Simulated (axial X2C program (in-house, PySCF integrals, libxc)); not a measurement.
## SbS at several levels of theory

All values were computed with an in-house all-electron X2C program for linear molecules (integrals from PySCF). Spin-free means the one-electron spin-free X2C Hamiltonian. Basis: Sb dyall-cv3z [11s12p8d4f1g], S dyall-av3z [9s8p3d2f] (cores contracted in-house); Gaussian nuclei, density fitting, unrestricted open shells. Masses: Sb 120.904 u, S 31.972 u.

State, spin-free: M_S = 1/2, Λ = 1 (beyond evenly filled blocks: π+α); electrons by block: σα: 15, σβ: 15, π+α: 8, π+β: 7, π-α: 7, π-β: 7, δ+α: 2, δ+β: 2, δ-α: 2, δ-β: 2. Fragments: Sb + S.

| Hamiltonian | level | Re (Å) | ωe (cm⁻¹) | ωexe (cm⁻¹) | De (eV) | μ (D) |
| --- | --- | --- | --- | --- | --- | --- |
| spin-free | PBE0 | 2.208 | 505.9 | 1.58 | 3.48 | -2.38 |
| spin-free | BP86 | 2.241 | 469.3 | 1.29 | 3.95 | -2.18 |
| spin-free | BLYP | 2.261 | 453.4 | 1.27 | 3.86 | -2.26 |
| spin-free | TPSS | 2.232 | 478.1 | 1.31 | 3.69 | -2.23 |

Dipoles are positive if S is the positive end.

The state is a single determinant with fixed occupations, the lowest that a limited PBE0 search found. Dissociation energies refer to the lowest single-determinant-based atoms at the same level and basis. The functionals have no current-density term, which raises determinants with orbital currents, atoms included. The determinant is spin-polarised beyond a pure state at some levels (its spin-free form has ⟨S²⟩ too high), which makes Re and μ there less reliable. The stretched end of a curve changes character and is left out.

No reliable constants came from BLYP (2c), BP86 (2c), HF (2c), HF (spin-free), MP2 (2c), MP2 (spin-free), PBE0 (2c), TPSS (2c): no minimum in range, unconverged points, a curve that is not smooth, a change of character along it, or the two Hamiltonians disagreeing along it.
